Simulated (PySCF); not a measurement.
## Spin-rotation constants: `C=C[C@](F)(OC)C(F)F`, C5H7F3O

Geometry:
```csv
atom,x (Å),y (Å),z (Å)
C1,1.943,-0.966,0.043
C2,0.866,-0.555,0.685
C3,-0.429,-0.172,0.009
F4,-0.239,-0.162,-1.376
O5,-0.953,1.029,0.407
C6,-0.107,2.153,0.215
C7,-1.490,-1.273,0.264
F8,-1.514,-1.614,1.570
F9,-2.726,-0.856,-0.053
H10,2.841,-1.232,0.571
H11,1.965,-1.043,-1.031
H12,0.823,-0.469,1.761
H13,-0.678,3.006,0.572
H14,0.819,2.053,0.789
H15,0.131,2.281,-0.844
H16,-1.259,-2.172,-0.328
```

Level of theory: PySCF, GIAO BHandHLYP/pcSseg-1 magnetisability, rotational g tensor and spin-rotation constants, non-relativistic, gas phase. Geometry: GFN2-xTB.

**Question.** Give the nuclear spin-rotation constants along the inertial axes (H = +C I·J) beside the isotropic shieldings.

**Answer.** Rotational constants 1.9938, 1.4176, 1.1447 GHz. A star marks the isotopologue with that one atom substituted, in its own axes.
```tsv
atom	isotope	Caa (kHz)	Cbb (kHz)	Ccc (kHz)	mean (kHz)	σ (ppm)
F4	19F	2.072	0.701	0.601	1.125	352.2
F8	19F	1.521	1.043	0.941	1.168	336.7
F9	19F	1.848	1.206	0.632	1.229	336.3
H10	1H	-0.118	-0.005	-0.071	-0.065	26.0
H11	1H	-0.199	-0.150	0.098	-0.084	25.7
H12	1H	-0.218	-0.149	0.103	-0.088	25.9
H13	1H	-0.220	0.025	-0.076	-0.090	28.1
H14	1H	-0.112	-0.061	-0.073	-0.082	28.3
H15	1H	-0.164	-0.129	0.017	-0.092	28.1
H16	1H	-0.174	-0.038	-0.020	-0.077	26.2
C1	13C*	0.453	0.389	0.501	0.448	54.4
C2	13C*	0.485	0.427	0.513	0.475	44.4
C3	13C*	0.620	0.403	0.295	0.439	73.1
O5	17O*	-0.300	-0.118	-0.079	-0.166	273.1
C6	13C*	0.297	0.296	0.249	0.281	134.1
C7	13C*	0.585	0.407	0.330	0.441	68.9
```
For the geometry as given, no vibrational averaging.
